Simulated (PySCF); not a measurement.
Geometries of 3 isomers of C4H8Ge, from PBE0-D3(BJ)/def2-SVP geometry optimisation, gas phase in PySCF 2.14.0. One conformer each, no zero-point energy, no frequencies.

**Question.** Which is lowest in electronic energy at this level?
A.
```xyz
13
angstrom
Ge    -0.586   -0.130   -0.516
C     -0.777   -0.102    1.417
C     -1.615    0.715    2.061
H     -0.153   -0.789    2.003
H     -2.258    1.423    1.526
H     -1.701    0.716    3.154
C      1.254    0.220   -1.027
C      2.006   -0.654   -1.702
H      1.695    1.181   -0.732
H      1.617   -1.628   -2.021
H      3.046   -0.439   -1.971
H     -1.531    0.949   -1.085
H     -0.965   -1.514   -1.084
```
B.
```xyz
13
angstrom
C      1.636   -0.887   -1.122
C      1.254    0.060   -0.256
C     -0.126    0.413    0.077
C     -0.391    1.401    0.950
Ge    -1.615   -0.550   -0.746
H      0.913   -1.499   -1.672
H      2.692   -1.087   -1.315
H      2.029    0.640    0.264
H      0.418    1.963    1.433
H     -1.412    1.686    1.218
H     -2.921    0.035   -0.181
H     -1.539   -2.054   -0.423
H     -1.597   -0.385   -2.277
```
C.
```xyz
13
angstrom
C     -0.797   -1.107    0.300
C      0.537   -1.240    0.352
C      1.437   -0.079    0.026
Ge     0.148    1.362   -0.367
C     -1.424    0.205   -0.084
H     -1.444   -1.960    0.538
H      0.984   -2.201    0.632
H      2.104    0.172    0.867
H      2.090   -0.299   -0.835
H      0.227    2.537    0.626
H      0.257    1.912   -1.802
H     -2.040    0.111   -0.994
H     -2.091    0.588    0.705
```

**Answer.** C. That is `C1=C[CH2][GeH2][CH2]1`, 25.3 kcal/mol below the next.

| SMILES | atoms numbered as above | E (Eh) | relative (kcal/mol) | relative (kJ/mol) | dipole (D) |
| --- | --- | --- | --- | --- | --- |
| C1=C[CH2][GeH2][CH2]1 | [CH:1]1=[CH:2][CH2:3][GeH2:4][CH2:5]1 | -2233.40287 | 0.0 | 0.0 | 0.27 |
| C=C[C](=C)[GeH3] | [CH2:1]=[CH:2][C:3](=[CH2:4])[GeH3:5] | -2233.36250 | 25.3 | 106.0 | 0.56 |
| [H][Ge]([H])([CH]=C)[CH]=C | – | -2233.35513 | 30.0 | 125.4 | 0.59 |
